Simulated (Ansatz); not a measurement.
C4H10N, doublet, at a GFN2-xTB geometry; Ansatz (an electronic-structure program) with CAM-B3LYP/pcseg-1.

Ansatz was given this input:
Ansatz 0.2 input:
```yaml
crystal:
  periodic: [false, false, false]
  atoms:
    - {symbol: C, position_ang: [-2.00975211, -0.28913162, 0.11266278]}
    - {symbol: C, position_ang: [-0.63611941, -0.81220667, 0.05383904]}
    - {symbol: N, position_ang: [0.32119448, 0.21342614, -0.32854736]}
    - {symbol: C, position_ang: [0.44567725, 1.22413843, 0.70083823]}
    - {symbol: C, position_ang: [1.61089471, -0.34783371, -0.66528017]}
    - {symbol: H, position_ang: [-2.29080289, 0.53338212, -0.51306271]}
    - {symbol: H, position_ang: [-2.75712886, -0.79102040, 0.69395594]}
    - {symbol: H, position_ang: [-0.57188397, -1.60809607, -0.70954823]}
    - {symbol: H, position_ang: [-0.36718185, -1.29180698, 1.01772009]}
    - {symbol: H, position_ang: [1.06680073, 2.03825357, 0.32980609]}
    - {symbol: H, position_ang: [0.89726658, 0.83034078, 1.62654793]}
    - {symbol: H, position_ang: [-0.54331670, 1.61266766, 0.93649639]}
    - {symbol: H, position_ang: [2.27423630, 0.45587406, -0.98200300]}
    - {symbol: H, position_ang: [1.49688682, -1.04748233, -1.49259019]}
    - {symbol: H, position_ang: [2.08255994, -0.87589380, 0.18015010]}
basis:
  gaussian:
    orbitals: pcseg-1.json
    fitting: {mean_field: def2-universal-JKFIT}
hamiltonian:
  xc: cam_b3lyp
magnetization: {spin_polarized: true, initial_magnetization: 1}
```
The basis file holds pcseg-1 in the JSON format of the Basis Set Exchange.

The log (banner, timings and long lists left out):

```
Functional definition: CAM-B3LYP
557 factors; integrals over basis functions are off by at most 2.1e-1 eV
557 factors; integrals over basis functions are off by at most 3.8e-7 eV
mean field evaluation 1: about -5788.3877 eV, gradient 3.5e1 eV
mean field evaluation 2: about -5789.4482 eV, gradient 3.3e1 eV
mean field evaluation 4: about -5794.6732 eV, gradient 1.6e0 eV
mean field evaluation 8: about -5794.6865 eV, gradient 1.1e-1 eV
mean field evaluation 16: about -5794.6866 eV, gradient 4.1e-5 eV
mean field -5794.68661627 eV, -212.9508053681 hartree, gradient 4.1e-5 eV, S^2 0.753589; 0 other end points of the search recorded, 0 dependent functions left out
reference -5794.68674599 eV, -212.9508101355 hartree; 21, 20 occupied and 99, 100 virtual orbitals, 557 factors
Total energy: -5794.68674599 eV, -212.9508101355 hartree
```
